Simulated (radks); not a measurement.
All-electron atom: the cobalt ion Co+ in [Ar] 3d8. All-electron calculation, non-relativistic Kohn-Sham, BLYP, spin-unpolarised, spherical densities, point nucleus. Program: a radial shooting solver on a logarithmic mesh with Libxc functionals.

X-ray form factor f0, the Fourier transform of the density (f0(0) = 26):

sin(theta)/lambda (1/angstrom),f0 (electrons)
0.05,25.620
0.1,24.574
0.15,23.076
0.2,21.348
0.25,19.558
0.3,17.811
0.4,14.673
0.5,12.155
0.6,10.262
0.8,7.930
1,6.710
1.25,5.729
1.5,4.879
2,3.365
